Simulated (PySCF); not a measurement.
Ga(Br)(NH2)2, SMILES [Br][Ga]([NH2])[NH2], singlet, B3LYP/def2-SVP optimised geometry.

```
8

Ga    -0.17    -0.19     0.00
Br    -1.24    -2.23     0.17
N     -1.20     1.30     0.00
H     -2.21     1.25    -0.08
H     -0.84     2.23    -0.20
N      1.64    -0.19     0.00
H      2.21     0.63    -0.20
H      2.18    -1.05    -0.08
```

Density from B3LYP/def2-TZVP in PySCF at that geometry.

Minimum of the electron density along straight lines between bonded atoms, close to the bond critical point (lines longer than 1.1 times the sum of covalent radii, or with two minima, are not listed):

```json
[
 {"bond": "Ga1–Br2", "length / Å": "2.313", "ρ at the minimum / e bohr⁻³": "0.082", "∇²ρ there / e bohr⁻⁵": "0.15", "position (fraction from the first atom)": "0.43"},
 {"bond": "Ga1–N3", "length / Å": "1.813", "ρ at the minimum / e bohr⁻³": "0.136", "∇²ρ there / e bohr⁻⁵": "0.57", "position (fraction from the first atom)": "0.48"},
 {"bond": "N3–H4", "length / Å": "1.014", "ρ at the minimum / e bohr⁻³": "0.333", "∇²ρ there / e bohr⁻⁵": "-1.61", "position (fraction from the first atom)": "0.74"},
 {"bond": "N3–H5", "length / Å": "1.014", "ρ at the minimum / e bohr⁻³": "0.332", "∇²ρ there / e bohr⁻⁵": "-1.58", "position (fraction from the first atom)": "0.73"},
 {"bond": "Ga1–N6", "length / Å": "1.813", "ρ at the minimum / e bohr⁻³": "0.136", "∇²ρ there / e bohr⁻⁵": "0.57", "position (fraction from the first atom)": "0.48"},
 {"bond": "N6–H7", "length / Å": "1.014", "ρ at the minimum / e bohr⁻³": "0.332", "∇²ρ there / e bohr⁻⁵": "-1.58", "position (fraction from the first atom)": "0.73"},
 {"bond": "N6–H8", "length / Å": "1.014", "ρ at the minimum / e bohr⁻³": "0.332", "∇²ρ there / e bohr⁻⁵": "-1.59", "position (fraction from the first atom)": "0.73"}
]
```
